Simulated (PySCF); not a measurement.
Coordinates in bohr (charge 0 multiplicity 1):
```
Ga    0.0000    0.0000   -2.5025
O     0.0000    0.0000   -5.6145
I     0.0000    0.0000    2.0671
```

Method: PBE0/[Ga def2-TZVP, O def2-TZVP, I def2-TZVP with ECP28], scalar-relativistic core potentials, density fitting, no spin–orbit coupling, PySCF.

This geometry of GaOI is a stationary point at this level.

(1) What is the point group?

(2) Is it a minimum?

(3) Which band is strongest in the infrared?

(4) Give the atomic charges and bond orders.

Answers

(1) C∞v.

(2) Yes: all harmonic wavenumbers are real.

(3) 947 cm⁻¹ (σ+), 66 km/mol.

(4) 
| atom | Mulliken | Löwdin | polar tensor | Mayer order to Ga1 |
| --- | --- | --- | --- | --- |
| Ga1 | 0.58 | -0.04 | 0.91 | – |
| O2 | -0.49 | -0.27 | -0.67 | 2.10 |
| I3 | -0.09 | 0.31 | -0.24 | 1.21 |

Only a few start shapes were tried, so a lower isomer may exist.
